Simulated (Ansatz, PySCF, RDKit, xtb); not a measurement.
Complex: CH2O (SMILES C=O) (first 4 atoms) with C2H3N (SMILES CC#N); geometry from B3LYP-D3(BJ)/def2-TZVP, rigid monomers moved along the line of their centres of mass till O2···H10 is 3.38 Å.
(charge 0, multiplicity 1):
```xyz
10

C     -0.469    -0.455     0.165
O      0.665    -0.056     0.136
H     -0.710    -1.529     0.256
H     -1.334     0.229     0.102
C      1.190     0.489     4.338
C     -0.175     0.001     4.252
N     -1.252    -0.387     4.142
H      1.210     1.477     4.799
H      1.798    -0.193     4.932
H      1.603     0.555     3.330
```

Monomers are frozen at their geometry in the pair; levels with a basis set take the counterpoise correction. Rows marked so take none.

Correlated levels freeze the cores. Rows in 3-21G, 6-31G* carry no dispersion term and start afresh at each structure (6-31G* with six Cartesian d functions).

Programs: Ansatz (a first-principles code); PySCF for 3-21G rows, 6-31G* rows, the dispersion terms; RDKit for the force fields; xtb for the GFN methods. Values without a source in brackets are computed.

```tsv
level	interaction energy (meV)
MMFF94	-142.5
GFN1-xTB	-76.6
HF/6-31G* (no counterpoise)	-106.1
BP86/6-31G* (no counterpoise)	-63.4
r2SCAN-D4/def2-TZVPPD	-105.9
B3LYP/3-21G (no counterpoise)	-71.7
B3LYP/def2-TZVPPD	-75.4
SCS-MP2/aug-cc-pVDZ	-92.3
CCSD/aug-cc-pVDZ	___
```

Problem. Fill in the missing entries.

Solution. 
- CCSD/aug-cc-pVDZ, interaction energy (meV): -96.2
